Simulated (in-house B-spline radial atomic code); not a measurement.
Ionising the iodine ion I³⁺ with different functionals

Computed with a radial B-spline atomic code at the basis-set limit: scalar-relativistic (spin-free X2C) Hamiltonian, Fermi nucleus of rms radius 4.75 fm, spin-polarised at highest spin, spherical fractional occupations for the functionals, and exact exchange of hybrids averaged over the configuration. The ionisation energy is the difference of two self-consistent energies, [Kr] 4d10 5s2 5p2 → [Kr] 4d10 5s2 5p1, without Breit or QED terms; ε is the level of the shell that loses the electron (its least bound occupied spin orbital). There is no spin-orbit coupling in this Hamiltonian.

```tsv
method	rung	ΔSCF (eV)	-ε(5p) (eV)
PBE0	global hybrid	40.21	36.54
B3LYP	global hybrid	40.21	36.19
TPSSh	global hybrid	40.18	35.76
BHandHLYP	global hybrid	40.09	37.66
r2SCAN0	global hybrid	40.42	36.82
B97-1	global hybrid	40.02	36.14
HSE06	range-separated hybrid	?	?
wB97X	range-separated hybrid	39.90	38.75
CAM-B3LYP	range-separated hybrid	?	?
LC-wPBE	range-separated hybrid	40.29	39.48
```

Question: What does CAM-B3LYP give?

Answer: ΔSCF 40.23 eV, and -ε(5p) = 37.91 eV.

Question: What does HSE06 give?

Answer: ΔSCF 40.17 eV, and -ε(5p) = 36.07 eV.

Question: Among the functionals, which spreads more, the ΔSCF values or the orbital energies?

Answer: The orbital energies: ΔSCF values span about 0.52 eV and the orbital energies 3.73 eV; here energy differences depend much less on the functional than eigenvalues do.

Question: How do they compare with the NIST value?

Answer: NIST lists 40.36 eV ± 0.025 (measured, ground level to ground level). Errors run from -0.46 to +0.06 eV; r2SCAN0 is closest (+0.06 eV), though others lie within the uncertainty of it, and part of that can be cancellation, since the calculations leave out spin-orbit coupling, Breit-QED terms, multiplet and fine-structure energies.
